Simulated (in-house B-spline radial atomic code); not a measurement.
A run on neutral iron (an excited or competing configuration) that did not converge. Method: scalar-relativistic (X2C) B97-1, spin-polarised, spherical fractional occupations, Fermi nucleus of rms radius 3.7377 fm; computed with an all-electron radial atomic-structure program (B-spline basis).

Command:
```bash
python run_scf.py task.json out
```
Settings (nuclear radius in fm, mass in u):
```
Z                26
configuration    [Ar] 3d5 4s2 4d1
hamiltonian      x2c
method           b97_1
spin_polarised   True
nucleus          fermi
rms_radius       3.7377
atomic_mass      55.93494
speed_of_light   137.035999084
```

First and last ten iterations of the last attempt (damped for 15 steps, keeping 80 % of the old Fock matrix, then DIIS):
```
 iter        energy (Eh)    residual
    1       -1259.199543    3.99e-01
    2       -1264.675959    4.84e-01
    3       -1268.165648    3.42e-01
    4       -1270.124965    2.29e-01
    5       -1271.173197    1.45e-01
    6       -1271.708641    9.06e-02
    7       -1271.971312    5.93e-02
    8       -1272.096215    4.18e-02
    9       -1272.154320    2.99e-02
   10       -1272.180916    2.23e-02
  111       -1272.204782    5.81e-06
  112       -1272.204782    4.75e-06
  113       -1272.204782    3.10e-05
  114       -1272.204782    4.73e-06
  115       -1272.204782    4.77e-06
  116       -1272.204782    4.74e-06
  117       -1272.204782    4.73e-06
  118       -1272.204782    4.73e-06
  119       -1272.204782    1.51e-04
  120       -1272.204782    5.19e-06
 not converged after 120 iterations
```

The smallest residual met was 3.2e-06; the threshold is about 3e-07. Over the last five steps the energy moves by less than 1e-08 hartree, but the orbitals didn't meet the threshold. Time taken, with all properties: 5.8 s on 1 thread of Arm Neoverse V1, on a shared host.
